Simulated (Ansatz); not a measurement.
Diatomic Te2, multiplicity 3 (the spin of the measured ground state). No spin–orbit coupling.

D_e counts from the fitted minimum to each atom's lowest state at the same level, without counterpoise.

Correlated levels freeze the inner cores; with def2 sets outer-core shells near the valence are correlated too.

Codes used: Ansatz (Gaussian basis) for Hartree–Fock, density functionals and correlated methods. Values without a source in brackets are computed. In def2 rows elements past Kr take small-core potentials, without spin–orbit coupling.

```json
[
 {"level": "SVWN5/def2-TZVPP", "bond energy D_e (eV)": "4.132"},
 {"level": "PBE/def2-TZVPP", "bond energy D_e (eV)": "3.399"},
 {"level": "r2SCAN/def2-TZVPP", "bond energy D_e (eV)": "3.136"},
 {"level": "B3LYP/def2-TZVPP", "bond energy D_e (eV)": "2.983"},
 {"level": "CAM-B3LYP/def2-TZVPP", "bond energy D_e (eV)": "2.729"},
 {"level": "wB97M-V/def2-TZVPP", "bond energy D_e (eV)": "2.659"},
 {"level": "B2PLYP/def2-TZVPP", "bond energy D_e (eV)": "2.963"},
 {"level": "CCSD/def2-TZVPP", "bond energy D_e (eV)": "(withheld)"},
 {"level": "CCSD(T)/def2-TZVPP", "bond energy D_e (eV)": "2.714"}
]
```

Question: Some entries are withheld; supply them.

Answer: 
- CCSD/def2-TZVPP, bond energy D_e (eV): 2.422

Ansatz is an electronic-structure program.
